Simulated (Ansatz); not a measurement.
Relaxation of Cl2H5O2PTi (11 atoms, charge 0, multiplicity 1), to a largest force component of 0.03 eV/Å in at most 50 steps.

Level of theory: RHF/def2-SVP (Ansatz 0.2.0).

```xyz
11
Properties=species:S:1:pos:R:3:forces:R:3
Ti -0.108 -0.124 0.200 -0.28 -0.49 0.96
Cl -0.355 -0.289 2.512 0.05 -0.10 -1.05
O 1.543 -0.077 -0.331 -0.01 -0.04 0.02
H 2.181 -0.605 -0.787 -0.01 0.01 0.00
Cl -1.366 1.480 -0.695 -0.02 0.01 0.00
O -0.755 -1.601 -0.394 -0.05 -0.07 -0.01
H -1.477 -2.213 -0.417 0.02 0.02 -0.01
P 1.468 2.977 1.261 0.12 0.37 0.22
H 2.647 2.243 1.512 0.00 -0.01 0.00
H 1.386 2.650 -0.104 0.00 0.01 0.02
H 0.586 1.985 1.749 0.19 0.29 -0.14
```

Task: Where does it end, and by what steps?

Result: The forces met the threshold. The force dipped under the threshold on the way, but the program's further checks kept it going. After 23 steps the energy has fallen by 0.379 eV; H11 moved furthest, 1.11 Å.

```tsv
step	energy less start (eV)	largest force component (eV/Å)	accepted
0	0.0000	1.054	yes
1	-0.2124	0.232	yes
2	-0.3011	0.214	yes
3	-0.3394	0.285	yes
4	-0.3615	0.325	yes
5	-0.3679	0.161	yes
6	-0.3714	0.132	yes
7	-0.3738	0.030	yes
8	-0.3743	0.120	yes
9	-0.3747	0.060	yes
10	-0.3753	0.091	yes
11	-0.3760	0.082	yes
12	-0.3764	0.112	yes
13	-0.3769	0.101	yes
14	-0.3775	0.066	yes
15	-0.3779	0.059	yes
16	-0.3781	0.114	yes
17	-0.3785	0.080	yes
18	-0.3788	0.014	yes
19	-0.3790	0.010	yes
20	-0.3786	0.146	no
21	-0.3792	0.042	yes
22	-0.3792	0.059	yes
23	-0.3794	0.029	yes
```

```xyz
11
Properties=species:S:1:pos:R:3
Ti -0.267 -0.616 -0.001
Cl -0.472 -0.390 2.202
O 1.405 -0.788 -0.414
H 2.098 -1.301 -0.800
Cl -1.108 1.174 -1.018
O -1.147 -2.008 -0.504
H -1.852 -2.618 -0.659
P 1.798 3.745 1.655
H 2.967 3.069 1.235
H 1.076 3.515 0.463
H 1.251 2.644 2.350
```

Whether the end is a true minimum wasn't checked by a vibrational analysis.

Time of the run: 42 s on 4 threads of Arm Neoverse V2, with other jobs on the host, peak memory 0.39 GiB.
